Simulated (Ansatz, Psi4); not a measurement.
Input for Ansatz (a first-principles code):
Ansatz 0.2 input:
```yaml
crystal:
  periodic: [false, false, false]
  atoms:
    - {symbol: Si, position_ang: [1.73894368, -0.33294575, 0.09658050]}
    - {symbol: O, position_ang: [-0.07549788, 0.02516660, -0.01140538]}
    - {symbol: Si, position_ang: [-1.61805527, 0.30574586, -0.08713203]}
    - {symbol: H, position_ang: [1.78034990, -0.83022606, -1.28947765]}
    - {symbol: H, position_ang: [2.05665710, 1.07749581, 0.37942817]}
    - {symbol: H, position_ang: [1.54481079, -1.27860551, 1.20948455]}
    - {symbol: H, position_ang: [-2.36498446, -0.45558463, 0.94766311]}
    - {symbol: H, position_ang: [-2.18103612, -0.07845700, -1.40741079]}
    - {symbol: H, position_ang: [-1.92425201, 1.74484309, 0.11927689]}
basis:
  gaussian:
    orbitals: cc-pVDZ
hamiltonian:
  xc: {name: BHLYP}
total_charge: -1
magnetization: {spin_polarized: true, initial_magnetization: 1}
accuracy: high
```

**Question.** Convert this to an input for Psi4.

**Answer.** Several could match; the one computed here: 
```
memory 2 GB

molecule mol {
-1 2
  Si    1.738944   -0.332946    0.096580
  O    -0.075498    0.025167   -0.011405
  Si   -1.618055    0.305746   -0.087132
  H     1.780350   -0.830226   -1.289478
  H     2.056657    1.077496    0.379428
  H     1.544811   -1.278606    1.209485
  H    -2.364984   -0.455585    0.947663
  H    -2.181036   -0.078457   -1.407411
  H    -1.924252    1.744843    0.119277
}

set basis cc-pvdz
set reference uks
set scf_type pk
set puream true
set d_convergence 1e-8
set dft_radial_points 99
set dft_spherical_points 590

energy('bhhlyp')
print_variables()
```

Both were run: Ansatz gave -657.756266 Eh and Psi4 -657.756266 Eh, 0.000 mEh apart.
